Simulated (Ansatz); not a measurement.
Born–Oppenheimer molecular dynamics of F2H5N2OTa (11 atoms, charge 0, multiplicity 1). It starts from a relaxed structure.

Computed with Ansatz, RKS BHLYP-D4/def2-SVP.

* ensemble: NVT, Nosé–Hoover chain
* time step: 0.5 fs
* steps asked: 115
* set temperature: 200 K
* thermostat: time constant 100 fs, chain length 1
* seed: 176449

Frames 1 fs apart, positions in Å.

Velocities at 10.0 fs (Å/ps):

```
Ta 0.27 0.21 -0.12
O -0.06 -6.20 2.18
H -0.07 9.38 -15.44
N -1.69 -1.86 -1.28
H 7.35 -4.93 -9.91
H 8.77 -6.76 -1.20
N -0.58 2.61 1.62
H -5.59 6.47 5.21
H 1.77 8.27 -0.27
F -3.10 2.48 -2.26
F 1.56 -0.52 2.50
```

```xyz
11
Properties=species:S:1:pos:R:3 time_fs=10.0 energy_less_start_eV=0.112 T=104
Ta 0.494 -0.069 0.077
O 2.358 -0.277 0.191
H 3.303 -0.163 0.236
N -0.602 -0.016 1.682
H -0.964 -0.867 2.075
H -0.824 0.776 2.247
N -0.391 0.046 -1.659
H -0.807 -0.755 -2.098
H -0.581 0.902 -2.172
F 0.401 1.872 0.065
F 0.176 -1.947 0.092
11
Properties=species:S:1:pos:R:3 time_fs=11.0 energy_less_start_eV=0.127 T=91
Ta 0.494 -0.068 0.077
O 2.358 -0.283 0.193
H 3.301 -0.154 0.221
N -0.604 -0.018 1.681
H -0.957 -0.873 2.065
H -0.816 0.772 2.247
N -0.392 0.048 -1.658
H -0.813 -0.750 -2.094
H -0.579 0.909 -2.171
F 0.398 1.874 0.063
F 0.177 -1.948 0.095
11
Properties=species:S:1:pos:R:3 time_fs=12.0 energy_less_start_eV=0.134 T=86
Ta 0.495 -0.068 0.077
O 2.359 -0.289 0.195
H 3.298 -0.145 0.205
N -0.606 -0.020 1.680
H -0.953 -0.880 2.058
H -0.811 0.773 2.249
N -0.393 0.051 -1.657
H -0.821 -0.747 -2.092
H -0.577 0.911 -2.167
F 0.395 1.876 0.061
F 0.179 -1.948 0.097
11
Properties=species:S:1:pos:R:3 time_fs=13.0 energy_less_start_eV=0.137 T=83
Ta 0.495 -0.068 0.077
O 2.359 -0.295 0.197
H 3.294 -0.138 0.189
N -0.607 -0.022 1.679
H -0.950 -0.890 2.054
H -0.807 0.777 2.254
N -0.394 0.054 -1.657
H -0.829 -0.744 -2.093
H -0.575 0.911 -2.161
F 0.393 1.877 0.059
F 0.180 -1.948 0.099
11
Properties=species:S:1:pos:R:3 time_fs=14.0 energy_less_start_eV=0.145 T=76
Ta 0.495 -0.068 0.077
O 2.359 -0.300 0.199
H 3.290 -0.130 0.173
N -0.609 -0.025 1.679
H -0.948 -0.899 2.053
H -0.805 0.782 2.259
N -0.395 0.057 -1.657
H -0.837 -0.742 -2.095
H -0.572 0.910 -2.154
F 0.390 1.877 0.057
F 0.182 -1.948 0.101
11
Properties=species:S:1:pos:R:3 time_fs=15.0 energy_less_start_eV=0.154 T=69
Ta 0.496 -0.067 0.076
O 2.360 -0.305 0.202
H 3.287 -0.123 0.157
N -0.612 -0.027 1.679
H -0.948 -0.907 2.053
H -0.805 0.785 2.263
N -0.397 0.060 -1.657
H -0.845 -0.737 -2.098
H -0.571 0.911 -2.147
F 0.388 1.877 0.055
F 0.183 -1.947 0.103
11
Properties=species:S:1:pos:R:3 time_fs=16.0 energy_less_start_eV=0.155 T=68
Ta 0.496 -0.067 0.076
O 2.360 -0.310 0.204
H 3.286 -0.117 0.141
N -0.614 -0.029 1.680
H -0.948 -0.912 2.054
H -0.805 0.783 2.264
N -0.398 0.061 -1.658
H -0.852 -0.730 -2.100
H -0.572 0.916 -2.143
F 0.386 1.876 0.053
F 0.184 -1.947 0.105
11
Properties=species:S:1:pos:R:3 time_fs=17.0 energy_less_start_eV=0.148 T=73
Ta 0.497 -0.066 0.076
O 2.361 -0.314 0.206
H 3.286 -0.110 0.125
N -0.616 -0.032 1.681
H -0.949 -0.912 2.057
H -0.806 0.777 2.263
N -0.400 0.063 -1.659
H -0.857 -0.722 -2.103
H -0.573 0.925 -2.141
F 0.384 1.875 0.051
F 0.185 -1.946 0.107
11
Properties=species:S:1:pos:R:3 time_fs=18.0 energy_less_start_eV=0.143 T=78
Ta 0.497 -0.066 0.076
O 2.361 -0.319 0.208
H 3.284 -0.105 0.108
N -0.619 -0.034 1.683
H -0.950 -0.909 2.062
H -0.809 0.767 2.260
N -0.402 0.063 -1.660
H -0.862 -0.712 -2.106
H -0.576 0.936 -2.139
F 0.383 1.872 0.050
F 0.186 -1.945 0.109
11
Properties=species:S:1:pos:R:3 time_fs=19.0 energy_less_start_eV=0.143 T=78
Ta 0.498 -0.065 0.076
O 2.362 -0.322 0.211
H 3.281 -0.101 0.092
N -0.622 -0.036 1.685
H -0.952 -0.904 2.068
H -0.813 0.758 2.258
N -0.404 0.064 -1.662
H -0.867 -0.703 -2.111
H -0.579 0.946 -2.137
F 0.382 1.870 0.048
F 0.187 -1.944 0.111
11
Properties=species:S:1:pos:R:3 time_fs=20.0 energy_less_start_eV=0.140 T=81
Ta 0.498 -0.065 0.076
O 2.363 -0.326 0.213
H 3.276 -0.098 0.076
N -0.624 -0.039 1.687
H -0.955 -0.900 2.077
H -0.820 0.753 2.258
N -0.406 0.065 -1.663
H -0.874 -0.697 -2.118
H -0.583 0.953 -2.132
F 0.380 1.867 0.047
F 0.188 -1.942 0.112
11
Properties=species:S:1:pos:R:3 time_fs=21.0 energy_less_start_eV=0.131 T=88
Ta 0.498 -0.064 0.075
O 2.364 -0.329 0.215
H 3.271 -0.095 0.060
N -0.626 -0.041 1.689
H -0.960 -0.897 2.087
H -0.829 0.752 2.261
N -0.409 0.066 -1.665
H -0.881 -0.692 -2.128
H -0.585 0.955 -2.125
F 0.380 1.863 0.045
F 0.189 -1.940 0.113
```

Of the whole run (58 fs, mean temperature of the second half 100 K): The conserved energy stayed within 0.034 meV per atom of its start (net change 0.016 meV per atom), so the integration is sound. The mean temperature of the second half is 50 % below the set value. A run of 0.058 ps of so small a system gives no equilibrium averages.

The run took 32 min on 2 threads of Intel(R) Xeon(R) Processor @ 2.50GHz (Skylake/Cascade Lake) (shared host), peak memory 0.34 GiB.
